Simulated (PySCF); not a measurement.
Write Cartesian coordinates for `CC(C)[C@@H]1CCC[S@@+]1C` as optimised with PBE0-D3(BJ)/def2-SVP. (Charge +1.)

```xyz
26
C8H17S angstrom
C     -2.6763   -0.3091   -0.5037
C     -1.5879   -0.0915    0.5453
C     -1.8808    1.1332    1.4033
C     -0.2305    0.0223   -0.1437
C      0.2241   -1.1560   -1.0029
C      1.7428   -1.1310   -1.0931
C      2.2490   -0.9818    0.3327
S      1.1206    0.2046    1.1402
C      1.8457    1.8000    0.7369
H     -2.5351   -1.2423   -1.0671
H     -2.7109    0.5265   -1.2213
H     -3.6594   -0.3658   -0.0156
H     -1.5537   -0.9831    1.1981
H     -1.1284    1.2794    2.1965
H     -2.8524    1.0300    1.9062
H     -1.9237    2.0482    0.7901
H     -0.1748    0.9643   -0.7162
H     -0.2473   -1.0891   -1.9937
H     -0.1180   -2.0992   -0.5449
H      2.0850   -0.2883   -1.7152
H      2.1505   -2.0469   -1.5459
H      3.2788   -0.6138    0.4454
H      2.1455   -1.9088    0.9163
H      2.7099    1.9494    1.3984
H      2.1427    1.8394   -0.3193
H      1.0846    2.5612    0.9561
```

Orientation and origin are arbitrary. Atoms count from 1 in this order. S8 (sulfonium sulfur) is pyramidal (angles 103.2°, 102.9° and 94.6°, sum 300.7°, 0.85 Å off the plane of its three neighbours). Of the pairs four or more bonds apart, S8···H14 is among the closest relative to their van der Waals radii: 2.71 Å, 90 % of the sum of Bondi's values. The 3 C–S bonds span 1.798 Å (S8–C9, drawn single) to 1.873 Å (C4–S8, drawn single), a spread of 0.075 Å. The 5-membered ring C4–C5–C6–C7–S8 has internal angles of 94.6° to 108.5°; it is puckered, 0.19 Å rms from its mean plane, widest ring torsion 49°.

Bonds between heavy atoms (Å): C1–C2 1.527, C2–C3 1.524, C2–C4 1.527, C4–C5 1.528, C5–C6 1.522, C6–C7 1.520, C7–S8 1.826, S8–C9 1.798, C4–S8 1.873.

Computed, not measured: PySCF 2.14.0, PBE0-D3(BJ)/def2-SVP geometry optimisation, gas phase.

Point group: C1 (no symmetry element, even within 0.4 Å). Not checked by PBE0-D3(BJ)/def2-SVP frequencies. Torsions: C1–C2–C4–C5 -58°, C2–C4–C5–C6 -156°, C4–C5–C6–C7 49°, C5–C6–C7–S8 -40°, C6–C7–S8–C9 -87°.

One conformer stands for the species.
